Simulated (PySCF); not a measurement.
C5H14SSi.
Numbering: `[CH3:1][CH:2]([CH3:3])[CH2:4][CH2:5][S:6][SiH3:7]` (hydrogens: H8, H9, H10 on C1; H11 on C2; H12, H13, H14 on C3; H15, H16 on C4; H17, H18 on C5; H19, H20, H21 on Si7)

Computed with PySCF at B3LYP/def2-SVPD, non-relativistic, on one gas-phase PBE0-D3(BJ)/def2-SVP geometry that isn't relaxed in the solvent. The solvent is an IEF-PCM continuum (van der Waals radii × 1.2), and excitations are vertical TDDFT with non-equilibrium linear response and a frozen core. Specific hydrogen bonds and non-electrostatic terms are outside this model.

Gas-phase singlets (H = HOMO, L = LUMO):

```
state  E (eV)  λ (nm)      f           leading configurations
   S1   5.415     229  0.009                          H→L 94%
   S2   5.819     213  0.009             H→L+1 62%, H→L+2 33%
   S3   6.114     203  0.003             H→L+2 63%, H→L+1 33%
   S4   6.644     187  0.002  H→L+3 39%, H→L+6 32%, H→L+4 24%
   S5   6.730     184  0.005  H→L+4 62%, H→L+3 11%, H→L+6 10%
```

**Question.** How does the list change in dichloromethane (ε = 8.93)?

**Answer.** 
| state | E (eV) | λ (nm) | f | leading configurations | change by rank (eV) |
| --- | --- | --- | --- | --- | --- |
| S1 | 5.514 | 225 | 0.014 | H→L 92% | +0.099 |
| S2 | 5.889 | 211 | 0.015 | H→L+1 90% | +0.070 |
| S3 | 6.299 | 197 | 0.005 | H→L+2 94% | +0.185 |
| S4 | 6.749 | 184 | 0.003 | H→L+3 44%, H→L+6 24%, H→L+5 21% | +0.105 |
| S5 | 6.903 | 180 | 0.011 | H→L+5 66%, H→L+6 9% | +0.173 |

**Question.** The ground-state energy changes by -0.096 eV from gas to dichloromethane. By how much does the total energy of gas-phase S3 change?

**Answer.** E(S3) = E(S0) + excitation energy, so it changes by -0.096 + 0.185 = +0.089 eV: it isn't lowered at all, while the ground state is. This is the vertical state, with the slow part of the continuum still set for S0.

**Question.** How do the frontier levels move from gas to dichloromethane?

**Answer.** 
```
orbital  gas (eV)  solvent (eV)  change (eV)                    Löwdin shares, gas                Löwdin shares, solvent
 LUMO+2      0.30          0.39        +0.09   Si7 31 %, S6 21 %, H20 9 %, H21 7 %   Si7 29 %, S6 10 %, H21 9 %, H19 8 %
 LUMO+1      0.15          0.24        +0.09    Si7 19 %, S6 18 %, H21 9 %, C5 7 %   S6 37 %, Si7 22 %, C5 12 %, H21 9 %
   LUMO     -0.12         -0.07        +0.05  S6 33 %, Si7 25 %, H20 10 %, H19 8 %  S6 36 %, Si7 26 %, H20 10 %, H19 9 %
   HOMO     -6.66         -6.72        -0.06             S6 69 %, Si7 10 %, C5 9 %             S6 68 %, Si7 10 %, C5 9 %
 HOMO-1     -8.26         -8.24        +0.02    S6 53 %, Si7 12 %, C5 11 %, C4 4 %    S6 49 %, C5 12 %, Si7 11 %, C4 6 %
 HOMO-2     -8.96         -8.73        +0.23      C2 18 %, C4 15 %, S6 9 %, C5 8 %    C2 22 %, C4 14 %, H11 12 %, C1 9 %
 HOMO-3     -9.08         -8.82        +0.26   C2 22 %, C1 14 %, C4 13 %, H11 11 %    C2 19 %, C1 16 %, C4 14 %, H15 8 %
```

The HOMO–LUMO gap goes from 6.53 to 6.65 eV. Rows go by rank; for HOMO-3 and HOMO-2 the atom shares or the degeneracy differ between the runs, so the row needn't follow one orbital.

The values belong to the conformer `[CH3:1][CH:2]([CH3:3])[CH2:4][CH2:5][S:6][SiH3:7]`: C1–C2–C4–C5 64°, C2–C4–C5–S6 -178°, C4–C5–S6–Si7 -68°.
